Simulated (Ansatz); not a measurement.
Geometry optimisation, RKS B3LYP-D4/6-31G (Ansatz).

Input:

```yaml
crystal:
  periodic: [false, false, false]
  atoms:
    - { symbol: P, position_ang: [-1.7112, 0.9338, 0.4934] }
    - { symbol: Si, position_ang: [-0.148, -0.4767, 0.7223] }
    - { symbol: C, position_ang: [1.3697, -0.1655, -0.1611] }
    - { symbol: S, position_ang: [0.543, -0.9336, -1.336] }
    - { symbol: H, position_ang: [-2.4365, 0.3085, -0.5848] }
    - { symbol: H, position_ang: [-1.0804, 1.8844, -0.3834] }
    - { symbol: H, position_ang: [-0.4212, -1.7861, 1.3391] }
    - { symbol: H, position_ang: [1.6974, 0.8855, -0.3532] }
    - { symbol: H, position_ang: [2.2755, -0.6966, 0.2464] }
basis:
  gaussian: { orbitals: "6-31G" }
hamiltonian:
  xc: b3lyp
  dispersion: d4
relax:
  f_tol: 0.015
  max_steps: 40
```

Command:

```bash
$ ansatz run input.yaml --threads 1 --pin off --max-ram 2048MiB --backend cpu --events-out ev --progress --plain --runs-dir out
```

Question: Where does it end, and by what steps?

Answer: It converged. Limits of this set-up: no polarisation functions. After 8 steps the energy has fallen by 1.834 eV; H5 moved furthest, 0.59 Å.

```
step  energy less start (eV)  largest force component (eV/Å)  accepted
   0                  0.0000                           7.956       yes
   1                 -1.2542                           3.659       yes
   2                 -1.6927                           1.264       yes
   3                 -1.8034                           0.193       yes
   4                 -1.8248                           0.194       yes
   5                 -1.8314                           0.041       yes
   6                 -1.8324                           0.109       yes
   7                 -1.8332                           0.100       yes
   8                 -1.8339                           0.009       yes
```

```xyz
9
Properties=species:S:1:pos:R:3
P -1.754 1.100 0.551
Si -0.205 -0.606 0.360
C 1.584 -0.156 -0.038
S 0.804 -1.110 -1.580
H -2.829 0.451 -0.172
H -1.279 1.850 -0.591
H -0.459 -1.739 1.299
H 1.833 0.874 -0.274
H 2.393 -0.711 0.428
```

Run time: 24 s on 1 CPU thread of a shared host.
